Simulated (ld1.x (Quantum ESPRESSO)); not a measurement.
P: excitation energies, all-electron against ultrasoft

* Element: P
* Generator: ld1.x (Quantum ESPRESSO) 7.5
* Type: ultrasoft
* Functional: PBE
* Relativity: non-relativistic
* Frozen core: [Ne]
* Valence charge: 5
* Reference configuration: 3s2 3p1.5 (charge +1.5)
* Partial waves: 3s (bound): rcut 1.50, rcutus 1.70 bohr; 3s channel at -0.75 Ry: rcut 1.50, rcutus 1.70 bohr; 3p (bound): rcut 1.30, rcutus 1.75 bohr; 3p channel at 1.75 Ry: rcut 1.30, rcutus 1.75 bohr; 3d channel at 0.15 Ry: rcut 1.65, rcutus 1.85 bohr
* Local potential: all-electron potential smoothed inside 1.40 bohr (lloc = -1)
* Core correction: none
* Augmentation charge: built from norm-conserving waves at rcut, not smoothed further

Energies are relative to the spin-unpolarised reference configuration 3s2 3p1.5; without spin polarisation the order of configurations can differ from experiment. The frozen-core shift is the all-electron ΔE with the core orbitals held at their reference shape minus the fully relaxed ΔE.

| valence configuration | charge | ΔE all-electron (eV) | error AE − PS (meV) | frozen-core shift (meV) |
| --- | --- | --- | --- | --- |
| 3s2 3p3 | 0 | -18.063 | +0.4 | +3.1 |
| 3s2 3p1 | +2 | 10.838 | +0.8 | +1.3 |
| 3s2 3p2.5 | +0.5 | -14.283 | +0.6 | +2.0 |
| 3s1 3p0 | +4 | 92.469 | +148 | +95 |
| 3s2 3p0 | +3 | 40.587 | +20 | +20 |

(1) What are ΔE and the potential's error for 3s1 3p4?

(2) What are ΔE and the potential's error for 3s2 3p2?

## Answers

(1) ΔE = -9.616 eV all-electron; the error (AE − PS) is +4.5 meV.

(2) ΔE = -8.322 eV all-electron; the error (AE − PS) is +0.3 meV.
